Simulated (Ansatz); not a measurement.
One change: `C[O][Al]([OH])[SH]` becomes `C[O][Ga]([OH])[SH]`.

Ansatz, PBE0-D4/def2-TZVP geometries, multiplicity 1. Each molecule was computed in one conformer, which needn't be the lowest.

Scalar relativity is left out up to krypton.

```csv
property,`C[O][Al]([OH])[SH]`
HOMO energy (B3LYP/def2-TZVPP) / eV,-7.44
HOMO–LUMO gap (ωB97M-V/def2-TZVPP) / eV,11.05
HOMO energy (PBE0/def2-TZVPP) / eV,-7.71
LUMO energy (B3LYP/def2-TZVPP) / eV,-0.75
HOMO energy (PBE/def2-TZVPP) / eV,-6.41
LUMO energy (PBE0/def2-TZVPP) / eV,-0.45
```

**Question.** What does the change do to each property? (Estimate.)

**Answer.** Ansatz gave: 
```json
{"property": "HOMO energy (B3LYP/def2-TZVPP) / eV", "`C[O][Ga]([OH])[SH]`": "-7.53", "shift": "-0.09"}
{"property": "HOMO–LUMO gap (ωB97M-V/def2-TZVPP) / eV", "`C[O][Ga]([OH])[SH]`": "11.08", "shift": "0.03"}
{"property": "HOMO energy (PBE0/def2-TZVPP) / eV", "`C[O][Ga]([OH])[SH]`": "-7.79", "shift": "-0.08"}
{"property": "LUMO energy (B3LYP/def2-TZVPP) / eV", "`C[O][Ga]([OH])[SH]`": "-1.09", "shift": "-0.34"}
{"property": "HOMO energy (PBE/def2-TZVPP) / eV", "`C[O][Ga]([OH])[SH]`": "-6.39", "shift": "0.02"}
{"property": "LUMO energy (PBE0/def2-TZVPP) / eV", "`C[O][Ga]([OH])[SH]`": "-0.75", "shift": "-0.30"}
```

With PBE0 the HOMO falls by 0.08 eV and the LUMO falls by 0.30 eV, so the gap narrows by about 0.22 eV. PBE moves the HOMO by 0.02 eV and ωB97M-V by -0.11 eV.

B3LYP here is the variant with VWN-RPA as its local correlation; programs differ in this.
